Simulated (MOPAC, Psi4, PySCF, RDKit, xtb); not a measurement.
Two geometries of H6BrNSi2, SMILES N[SiH2][SiH2]Br, singlet, relaxed at B3LYP-D3(BJ)/def2-SVP with one dihedral held; other torsions can differ between them too.

Structure A

```
10

N     -1.5955     0.7334     0.0441
Si    -0.6023    -0.6045    -0.4554
Si     1.6293    -0.0327     0.0240
Br     2.0993    -0.7370     2.1214
H     -2.5751     0.7462    -0.2286
H     -1.4962     1.0855     0.9928
H     -0.7841    -0.7684    -1.9287
H     -0.8646    -1.9388     0.1764
H      2.6028    -0.6988    -0.8880
H      1.8580     1.4393    -0.0219
```

Structure B

```
10

N     -1.5644     0.7283     0.0219
Si    -0.6070    -0.6330    -0.4763
Si     1.6038    -0.0113    -0.0016
Br     1.6352     0.3571     2.2357
H     -2.5580     0.7530    -0.1912
H     -1.3923     1.1108     0.9486
H     -0.8149    -0.8490    -1.9389
H     -0.8598    -1.9447     0.2068
H      2.6164    -1.0656    -0.2933
H      2.0191     1.2557    -0.6659
```

Question: Which is lower in energy at the level Psi4 with DF-MP2 (frozen core)/cc-pVTZ // B3LYP-D3(BJ)/def2-SVP, and by how much?

Answer: B is lower, by 4.25 kJ/mol (dihedral N1–Si2–Si3–Br4: 90° in A, 60° in B).

E(B) − E(A) in kJ/mol at the other levels, on the same two geometries: MMFF94 // B3LYP-D3(BJ)/def2-SVP (RDKit) 0.74; PBE/def2-TZVP // B3LYP-D3(BJ)/def2-SVP (Psi4) -3.05; PBE-D3(BJ)/def2-TZVP // B3LYP-D3(BJ)/def2-SVP (Psi4) -3.79; M06-2X/def2-TZVP // B3LYP-D3(BJ)/def2-SVP (Psi4) -4.58; HF/cc-pVTZ // B3LYP-D3(BJ)/def2-SVP (Psi4) -2.46; UFF // B3LYP-D3(BJ)/def2-SVP (RDKit) 0.71; AM1, restricted, heats of formation // B3LYP-D3(BJ)/def2-SVP (MOPAC) 3.07; PM6, restricted, heats of formation // B3LYP-D3(BJ)/def2-SVP (MOPAC) -0.89; GFN1-xTB // B3LYP-D3(BJ)/def2-SVP (xtb) -0.58; restricted B3LYP/6-31G*, spherical d, density fitting // B3LYP-D3(BJ)/def2-SVP (PySCF) -2.63; restricted Hartree-Fock/6-31G*, spherical d, density fitting // B3LYP-D3(BJ)/def2-SVP (PySCF) -2.47; restricted MP2 (frozen core)/3-21G // B3LYP-D3(BJ)/def2-SVP (PySCF) -4.02; restricted Hartree-Fock/LANL2DZ, with its core potentials past Ne // B3LYP-D3(BJ)/def2-SVP (PySCF) -2.75.

MMFF94 has few fitted parameters for silicon.
